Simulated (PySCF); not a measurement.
**Electronic absorption of C5H9NO**

C5H9NO.
Atom-mapped SMILES: `[CH3:1][C:2](=[O:3])[N:4]1[CH2:5][C@@H:6]1[CH3:7]` (hydrogens: H8, H9, H10 on C1; H11, H12 on C5; H13 on C6; H14, H15, H16 on C7)

Method used: TDDFT PBE0/def2-SVPD, vertical, gas phase, core orbitals frozen in the response (PySCF). Geometry: GFN2-xTB, one conformer, isolated molecule. Torsions of this conformer, `[CH3:1][C:2](=[O:3])[N:4]1[CH2:5][C@@H:6]1[CH3:7]`: C1–C2–N4–C5 -145°.

What does the calculation give for the low-lying excited states?

```json
{"state": "S1", "E (eV)": "5.38", "E (hartree)": "0.1978", "f": "0.0045", "main configurations (H = HOMO, L = LUMO)": "H→L (67%), H-1→L (16%), H→L+1 (11%)"}
{"state": "S2", "E (eV)": "6.67", "E (hartree)": "0.2451", "f": "0.121", "main configurations (H = HOMO, L = LUMO)": "H-1→L (45%), H→L (27%), H→L+1 (25%)"}
{"state": "S3", "E (eV)": "6.97", "E (hartree)": "0.2562", "f": "0.063", "main configurations (H = HOMO, L = LUMO)": "H→L+1 (52%), H-1→L (34%)"}
{"state": "S4", "E (eV)": "7.38", "E (hartree)": "0.2713", "f": "0.114", "main configurations (H = HOMO, L = LUMO)": "H-1→L+1 (83%)"}
{"state": "S5", "E (eV)": "7.46", "E (hartree)": "0.2740", "f": "0.0049", "main configurations (H = HOMO, L = LUMO)": "H→L+2 (86%)"}
{"state": "S6", "E (eV)": "7.57", "E (hartree)": "0.2784", "f": "0.024", "main configurations (H = HOMO, L = LUMO)": "H→L+3 (85%)"}
{"state": "S7", "E (eV)": "7.70", "E (hartree)": "0.2829", "f": "0.011", "main configurations (H = HOMO, L = LUMO)": "H→L+4 (87%)"}
{"state": "S8", "E (eV)": "7.84", "E (hartree)": "0.2881", "f": "0.0050", "main configurations (H = HOMO, L = LUMO)": "H-1→L+2 (89%)"}
```

Triplets, Tamm–Dancoff:

```tsv
state	E (eV)	λ (nm)	main configurations (H = HOMO, L = LUMO)
T1	4.82	257.5	H→L (76%), H→L+1 (17%)
T2	5.28	234.8	H-1→L (73%), H-1→L+1 (16%)
T3	6.74	184.0	H→L+1 (75%), H→L (16%)
```

The lowest singlet comes at 230 nm (519 kJ/mol) in the ultraviolet; it is very weak; its leading configuration is HOMO→LUMO (67%). The strongest level in the table is S2 at 6.67 eV (186 nm, f = 0.121). Löwdin shares by element: HOMO oxygen 53%, nitrogen 21%, carbon 15% or more; LUMO carbon 32% or more, oxygen 20%, nitrogen 9% (atoms not listed hold the other 40%). Of the 8 states listed, 5 reach f = 0.01 and none stays under 0.0005. The oscillator strengths of these states sum to 0.347; summed over the whole spectrum of an exact calculation they would give the number of electrons, 54 (Thomas–Reiche–Kuhn). Orbital energies (eV): HOMO-3 -10.00, HOMO-2 -9.73, HOMO-1 -7.64, HOMO -7.23, LUMO 0.16, LUMO+1 0.76, LUMO+2 1.17. The window holds the lowest 8 singlets.
